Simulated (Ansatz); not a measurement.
# Energy profile

The step: Si₂H₄F₂ ([F][SiH]([F])[SiH3]) → SiF₂ + SiH₄; bonds formed: Si1–H3; bonds broken: Si1–Si2, Si2–H3 (atoms numbered as in the saddle structure below).

```csv
atom,x (Å),y (Å),z (Å)
Si1,-0.6103,-0.7541,0.4730
Si2,0.6023,1.1757,-0.0800
H3,0.4751,-0.3930,-0.8233
F4,0.1936,1.9769,-1.4002
F5,2.2001,1.2035,-0.0649
H6,-0.8542,-0.6660,1.9432
H7,-1.8180,-0.3760,-0.2966
H8,-0.1888,-2.1671,0.2490
```

Electronic energies by CCSD(T) at an estimated basis limit (MP2 extrapolated from triple and quadruple zeta, plus CCSD(T) − MP2 in triple zeta), on PBE0-D4/def2-TZVP structures; Si2H4F2, singlet; no counterpoise correction. Ansatz 0.2.0; basis: def2-TZVPP and def2-QZVPP; cores frozen in the correlated methods. Extrapolation: Hartree–Fock as exp(−7.88 √X), correlation as X^−2.97.

Problem. Give the profile in kcal/mol, counted from the start structure. (To be estimated.)

Solution. The calculation gives:
```
                                                                                             point  kcal/mol
                                                                                   start structure      0.00
                                                                                            saddle     57.98
                                                                                     end structure     30.30
separated: SiH4 (Si1, H3, H6, H7, H8; singlet) + SiF2 (linked as [F][Si][F]; Si2, F4, F5; singlet)     30.92
```

The T1 diagnostic stays at or below 0.015. The restricted Hartree–Fock reference is unstable towards an unrestricted one at one or more of these structures.

Losses and insertions of silylenes and their heavier kin drive the gas-phase chemistry of silicon and germanium vapour deposition.

For scale, one of the runs: CCSD(T)/def2-TZVPP, 202 basis functions, launched by `ansatz run in.yaml --threads 4 --pin off --events-out ev --progress --plain --max-ram 9574MiB`. Hardware: 4 CPU threads of an Arm Neoverse V2, shared host. Wall time 31 s; peak host memory 2.5 GiB.
